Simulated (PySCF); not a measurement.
C2H8N2Sn (SMILES C=[CH][SnH]([NH2])[NH2]), singlet, at a GFN2-xTB geometry (such geometries of metal compounds can be far from the true shape) (core potentials on Sn); DF-PBE/def2-SVP (PySCF).

The PySCF input:
```python
from pyscf import gto, scf, dft

mol = gto.M(
    atom='''
Sn    0.192210    0.088000   -0.232559
N     1.908628   -0.891074    0.202515
N     0.621616    1.921072    0.517324
C    -1.614425   -0.569580    0.736004
C    -2.601998   -1.194850    0.129189
H     0.064054   -0.057660   -1.929854
H     1.854462   -1.898542    0.139587
H     2.267174   -0.675973    1.123621
H    -0.020334    2.656044    0.252801
H     1.549933    2.244001    0.279592
H    -1.670692   -0.362845    1.795867
H    -3.486664   -1.513629    0.661887
H    -2.581616   -1.414822   -0.925593
''',
    basis='def2-svp',
    ecp={'Sn': 'def2-svp'},
    charge=0,
    spin=0,
    verbose=4,
    max_memory=1800,
)

mf = dft.RKS(mol)
mf.xc = 'pbe'
mf = mf.density_fit(auxbasis='def2-universal-jkfit')
mf.kernel()
```

Q: Predict the main parts of the log of this PySCF run.

A: 
```
PySCF version 2.14.0

[INPUT] verbose = 4
[INPUT] num. atoms = 13
[INPUT] num. electrons = 56
[INPUT] charge = 0
[INPUT] spin (= nelec alpha-beta = 2S) = 0
[INPUT] symmetry False subgroup None
[INPUT] Mole.unit = angstrom
[INPUT] Symbol           X                Y                Z      unit          X                Y                Z       unit  Magmom
[INPUT]  1 Sn     0.192210000000   0.088000000000  -0.232559000000 AA    0.363224258403   0.166295898962  -0.439472817803 Bohr   0.0
[INPUT]  2 N      1.908628000000  -0.891074000000   0.202515000000 AA    3.606784193676  -1.683885816721   0.382697886116 Bohr   0.0
[INPUT]  3 N      0.621616000000   1.921072000000   0.517324000000 AA    1.174683994648   3.630299945570   0.977600677664 Bohr   0.0
[INPUT]  4 C     -1.614425000000  -0.569580000000   0.736004000000 AA   -3.050821098651  -1.076350206030   1.390845986584 Bohr   0.0
[INPUT]  5 C     -2.601998000000  -1.194850000000   0.129189000000 AA   -4.917063596666  -2.257939259937   0.244131828306 Bohr   0.0
[INPUT]  6 H      0.064054000000  -0.057660000000  -1.929854000000 AA    0.121044517183  -0.108961608342  -3.646895520396 Bohr   0.0
[INPUT]  7 H      1.854462000000  -1.898542000000   0.139587000000 AA    3.504425288413  -3.587724415984   0.263781200550 Bohr   0.0
[INPUT]  8 H      2.267174000000  -0.675973000000   1.123621000000 AA    4.284337936735  -1.277403837601   2.123335957810 Bohr   0.0
[INPUT]  9 H     -0.020334000000   2.656044000000   0.252801000000 AA   -0.038425691017   5.019195734794   0.477724654016 Bohr   0.0
[INPUT] 10 H      1.549933000000   2.244001000000   0.279592000000 AA    2.928948881425   4.240547313250   0.528352306619 Bohr   0.0
[INPUT] 11 H     -1.670692000000  -0.362845000000   1.795867000000 AA   -3.157150318502  -0.685677675668   3.393696786144 Bohr   0.0
[INPUT] 12 H     -3.486664000000  -1.513629000000   0.661887000000 AA   -6.588840048381  -2.860344264199   1.250785155410 Bohr   0.0
[INPUT] 13 H     -2.581616000000  -1.414822000000  -0.925593000000 AA   -4.878547198795  -2.673626095009  -1.749117272815 Bohr   0.0

nuclear repulsion = 267.803048504346
number of shells = 58
number of NR pGTOs = 213
number of NR cGTOs = 122
basis = def2-svp
ecp = {'Sn': 'def2-svp'}

******** <class 'pyscf.df.df_jk.DFRKS'> ********
method = DFRKS
initial guess = minao
damping factor = 0
level_shift factor = 0
DIIS = <class 'pyscf.scf.diis.CDIIS'>
diis_start_cycle = 1
diis_space = 8
diis_damp = 0
SCF conv_tol = 1e-09
SCF conv_tol_grad = None
SCF max_cycles = 50
direct_scf = False
XC library pyscf.dft.libxc version 7.1.2
    S. Lehtola, C. Steigemann, M. J. T. Oliveira, and M. A. L. Marques,  SoftwareX 7, 1–5 (2018)
XC functionals = pbe
    J. P. Perdew, K. Burke, and M. Ernzerhof,  Phys. Rev. Lett. 77, 3865 (1996)
    J. P. Perdew, K. Burke, and M. Ernzerhof,  Phys. Rev. Lett. 78, 1396 (1997)
    J. P. Perdew, K. Burke, and M. Ernzerhof,  Phys. Rev. Lett. 77, 3865 (1996)
    J. P. Perdew, K. Burke, and M. Ernzerhof,  Phys. Rev. Lett. 78, 1396 (1997)
radial grids:
    Treutler-Ahlrichs [JCP 102, 346 (1995); DOI:10.1063/1.469408] (M4) radial grids

becke partition: Becke, JCP 88, 2547 (1988); DOI:10.1063/1.454033
pruning grids: <function nwchem_prune>
grids dens level: 3
symmetrized grids: False
atomic radii adjust function: <function treutler_atomic_radii_adjust>
small_rho_cutoff = 0
Set gradient conv threshold to 3.16228e-05
Initial guess from minao.
tot grids = 156464
init E= -381.657758502385
  HOMO = -0.651079271701942  LUMO = -0.575097716665405  gap/eV = 2.06756
cycle= 1 E= -402.0634693104  delta_E= -20.4  |g|= 3.12  |ddm|= 8.58
  HOMO = 0.14106810619315  LUMO = 0.149872498815167  gap/eV = 0.23958
cycle= 2 E= -355.056589372711  delta_E=   47  |g|= 10.4  |ddm|= 47.6
  HOMO = -0.159250243563939  LUMO = -0.0301446286236848  gap/eV = 3.51314
cycle= 3 E= -404.180001351294  delta_E= -49.1  |g|= 0.829  |ddm|= 47.1
  HOMO = -0.189004323858857  LUMO = -0.14106759584492  gap/eV = 1.30442
cycle= 4 E= -403.71819411778  delta_E= 0.462  |g|= 1.53  |ddm|= 2.51
  HOMO = -0.198462631957032  LUMO = -0.0644887419099689  gap/eV = 3.64562
cycle= 5 E= -404.364469975563  delta_E= -0.646  |g|= 0.287  |ddm|= 1.65
  HOMO = -0.177384102697301  LUMO = -0.0360764622061769  gap/eV = 3.84518
cycle= 6 E= -404.375887269375  delta_E= -0.0114  |g|= 0.187  |ddm|= 0.431
  HOMO = -0.193735262703398  LUMO = -0.0435409480762896  gap/eV = 4.08700
cycle= 7 E= -404.384204755755  delta_E= -0.00832  |g|= 0.0452  |ddm|= 0.208
  HOMO = -0.191838107583915  LUMO = -0.0450420184219809  gap/eV = 3.99453
cycle= 8 E= -404.384578627534  delta_E= -0.000374  |g|= 0.0239  |ddm|= 0.0613
  HOMO = -0.192686204909552  LUMO = -0.0439094687450332  gap/eV = 4.04842
cycle= 9 E= -404.38473634755  delta_E= -0.000158  |g|= 0.00125  |ddm|= 0.0238
  HOMO = -0.192807860863283  LUMO = -0.0439391628348123  gap/eV = 4.05092
cycle= 10 E= -404.38473672207  delta_E= -3.75e-07  |g|= 0.000399  |ddm|= 0.002
  HOMO = -0.192766998419794  LUMO = -0.0439641187753335  gap/eV = 4.04913
cycle= 11 E= -404.384736757718  delta_E= -3.56e-08  |g|= 0.00025  |ddm|= 0.000705
  HOMO = -0.192782155944305  LUMO = -0.0439569146946148  gap/eV = 4.04974
cycle= 12 E= -404.384736772476  delta_E= -1.48e-08  |g|= 4.56e-05  |ddm|= 0.000286
  HOMO = -0.192778675373636  LUMO = -0.0439568925295699  gap/eV = 4.04965
cycle= 13 E= -404.38473677314  delta_E= -6.63e-10  |g|= 7.09e-06  |ddm|= 7.91e-05
  HOMO = -0.192780559759515  LUMO = -0.04395683440125  gap/eV = 4.04970
Extra cycle  E= -404.384736773121  delta_E= 1.86e-11  |g|= 1.17e-05  |ddm|= 2.78e-05
converged SCF energy = -404.384736773121
```
